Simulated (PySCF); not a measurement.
## Computed properties of B(H)(Et)(vinyl) (C₄H₉B), SMILES CCBC=C

B(H)(Et)(vinyl) (C₄H₉B), SMILES C=CBCC. Geometry optimised at PBE0-D3(BJ)/def2-SVP. The structure was generated by enumeration, and PubChem lists no compound with its InChIKey, so it may never have been made. One conformer was computed; it need not be the lowest. All values are computed for the isolated molecule unless a solvent is named; none is compared with measurement here.

**Structure.** All 36 harmonic modes at PBE0-D3(BJ)/def2-SVP (PySCF) are real, so it is a minimum. With heavy atoms numbered as in [BH:1]([CH2:3][CH3:4])[CH:10]=[CH2:11], the shortest bond between them is C10–C11 at 1.345 Å and the longest B1–C3 at 1.567 Å.

**Vibrations.** The strongest infrared lines (harmonic, unscaled, degenerate partners summed) lie at 2560 cm⁻¹ (189 km/mol, H 91 %, B 9 %), 1337 cm⁻¹ (77 km/mol, H 50 %, C 35 %, B 16 %), 1233 cm⁻¹ (50 km/mol, H 66 %, B 20 %, C 14 %). The softest mode is at 77 cm⁻¹ and the zero-point energy is 75.5 kcal/mol.

**Electronic structure.** M06-2X/def2-TZVP (PySCF) places the frontier levels at -9.19 and -0.71 eV, a gap of 8.48 eV, and gives a dipole moment of 0.69 D and a mean polarisability of 62.7 bohr³. PBE/def2-TZVP (PySCF) at the same geometry gives -6.84 and -2.59 eV, so its gap is 4.23 eV narrower. An orbital gap is neither the optical nor the fundamental gap.

**Excitations.** TDA-ωB97X/def2-SVPD (PySCF) has S1 at 5.58 eV (222 nm, f = 0.005, weak); the most intense of the 10 singlets computed lies at 6.66 eV (f = 0.34). T1 (TDA) is at 3.81 eV, 1.77 eV under S1. TDA-PBE/def2-SVPD (PySCF) puts S1 at 4.50 eV. No vertical singlet excitation falls in the visible range (under 3.1 eV).

**NMR.** GIAO shifts at PBE0/pcSseg-1 (PySCF) (non-relativistic, atoms alike by connectivity averaged): ¹³C from 13.9 to 153.6 ppm against TMS; ¹H from 1.5 to 7.5 ppm against TMS; ¹¹B at 61.6 ppm against BF3.
